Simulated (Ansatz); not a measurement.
A search over several starts for the lowest SCF solution of Ge(OEt)H3 (C2H8GeO) at the given spin, in a small basis.

```yaml
crystal:
  periodic: [false, false, false]
  atoms:
    - {symbol: Ge, position_ang: [0.831346, -0.083497, -1.969104]}
    - {symbol: O, position_ang: [0.727776, -0.033484, -0.186991]}
    - {symbol: C, position_ang: [-0.549908, 0.044733, 0.418206]}
    - {symbol: C, position_ang: [-0.373600, 0.052973, 1.921622]}
    - {symbol: H, position_ang: [-1.085470, 0.963237, 0.094550]}
    - {symbol: H, position_ang: [-1.184933, -0.816049, 0.116398]}
    - {symbol: H, position_ang: [-1.347380, 0.114614, 2.431840]}
    - {symbol: H, position_ang: [0.138893, -0.864428, 2.249429]}
    - {symbol: H, position_ang: [0.240073, 0.914000, 2.227840]}
    - {symbol: H, position_ang: [2.329247, -0.162875, -2.265853]}
    - {symbol: H, position_ang: [0.197133, 1.194708, -2.551760]}
    - {symbol: H, position_ang: [0.076814, -1.323942, -2.486177]}
basis:
  gaussian: {orbitals: def2-SVP, initial_orbitals: start.molden}
hamiltonian: {xc: pbe0, dispersion: d4}
output: {orbitals: {seedname: orbitals}}
```

The file start.molden holds the orbitals of an earlier run on this structure, at another level or in another basis.

```sh
$ ansatz run in.yaml --threads 4 --pin off --events-out ev --progress --plain --max-ram 3916MiB
```

It prints (some lines left out):

```
Functional definition: PBE0
1313 factors; their error is unknown
mean field evaluation 1: about -60747.3292 eV, gradient 4.2e0 eV
mean field evaluation 2: about -60747.3655 eV, gradient 3.8e-2 eV
mean field evaluation 4: about -60747.5033 eV, gradient 6.8e-5 eV
mean field evaluation 8: about -60747.0128 eV, gradient 1.3e1 eV
mean field evaluation 16: about -60747.5033 eV, gradient 4.1e-2 eV
mean field -60747.50329300 eV, -2232.4295698812 hartree, gradient 7.0e-5 eV, S^2 0.000000; 1 other end points of the search recorded, 0 dependent functions left out
reference -60747.50332269 eV, -2232.4295709722 hartree; 30, 30 occupied and 84, 84 virtual orbitals, 1313 factors
Total energy: -60747.67192993 eV, -2232.4357671739 hartree
```

It took 6 s on 4 threads of Intel Xeon on a shared host.
